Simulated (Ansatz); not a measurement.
Input and output for C2H8NSi, SMILES `CC[SiH]N` radical.

```yaml
crystal:
  periodic: [false, false, false]
  atoms:
    - {symbol: C, position_ang: [-0.687004, 1.302644, 0.005843]}
    - {symbol: C, position_ang: [-0.221262, 0.261292, 0.913503]}
    - {symbol: Si, position_ang: [0.941194, -0.859068, 0.435754]}
    - {symbol: N, position_ang: [0.400209, -1.609016, -1.090792]}
    - {symbol: H, position_ang: [-1.114690, 0.895770, -0.814980]}
    - {symbol: H, position_ang: [-1.374399, 2.049294, 0.399951]}
    - {symbol: H, position_ang: [0.185512, 2.086834, -0.270765]}
    - {symbol: H, position_ang: [-1.039760, -0.190887, 1.367702]}
    - {symbol: H, position_ang: [-0.055865, 0.664770, 1.862113]}
    - {symbol: H, position_ang: [2.154218, -0.055465, -0.178807]}
    - {symbol: H, position_ang: [-0.374714, -2.125602, -0.972482]}
    - {symbol: H, position_ang: [0.994110, -2.373177, -1.613998]}
basis:
  gaussian: {orbitals: def2-mTZVP}
total_charge: 1
magnetization: {spin_polarized: true, initial_magnetization: 0}
hamiltonian: {xc: {name: B3LYP5}}
output: {forces: true}
```

```sh
$ ansatz run in.yaml --threads 4 --pin off --events-out ev --progress --plain --max-ram 10444MiB
```

Shortened log:

```
Functional definition: B3LYP5
979 factors; integrals over basis functions are off by at most 1.1e-3 eV
mean field evaluation 1: about -11530.8052 eV, gradient 8.3e1 eV
mean field evaluation 2: about -11458.9901 eV, gradient 1.3e2 eV
mean field evaluation 4: about -11557.1307 eV, gradient 2.5e1 eV
mean field evaluation 8: about -11560.0307 eV, gradient 3.4e-1 eV
mean field evaluation 16: about -11560.0313 eV, gradient 3.0e-5 eV
mean field -11560.03126117 eV, -424.8233131772 hartree, gradient 3.0e-5 eV, S^2 0.000000; 1 other end points of the search recorded, 0 dependent functions left out
reference -11560.03152361 eV, -424.8233228220 hartree; 20, 20 occupied and 83, 83 virtual orbitals, 979 factors
Total energy: -11560.03152361 eV, -424.8233228220 hartree
Atom 0 at    -0.687004     1.302644     0.005843 Å, force     3.094248     4.817268    -0.418473 eV/Å
Atom 1 at    -0.221262     0.261292     0.913503 Å, force    -2.989144     1.207253     3.763920 eV/Å
Atom 2 at     0.941194    -0.859068     0.435754 Å, force     3.608806    -0.308911    -6.298675 eV/Å
Atom 3 at     0.400209    -1.609016    -1.090792 Å, force     5.367752    -1.092461     0.988431 eV/Å
Atom 4 at    -1.114690     0.895770    -0.814980 Å, force    -1.098532    -0.907493    -2.939683 eV/Å
Atom 5 at    -1.374399     2.049294     0.399951 Å, force    -0.389161    -0.555957     0.831639 eV/Å
Atom 6 at     0.185512     2.086834    -0.270765 Å, force    -1.574074    -2.066878     0.006626 eV/Å
Atom 7 at    -1.039760    -0.190887     1.367702 Å, force    -2.439169    -1.830009    -0.102162 eV/Å
Atom 8 at    -0.055865     0.664770     1.862113 Å, force     1.804911     1.417795     1.671643 eV/Å
Atom 9 at     2.154218    -0.055465    -0.178807 Å, force    -0.167284    -1.222877     1.269247 eV/Å
Atom 10 at    -0.374714    -2.125602    -0.972482 Å, force    -4.675591    -1.849430     0.274576 eV/Å
Atom 11 at     0.994110    -2.373177    -1.613998 Å, force    -0.542761     2.391701     0.952910 eV/Å
Dipole moment:     0.168144    -0.706343     0.304490 e Å
```

It took 1.7 s on 4 threads of an Intel Xeon Platinum 8488C on a shared host, with 0.27 GiB of host memory at the peak.
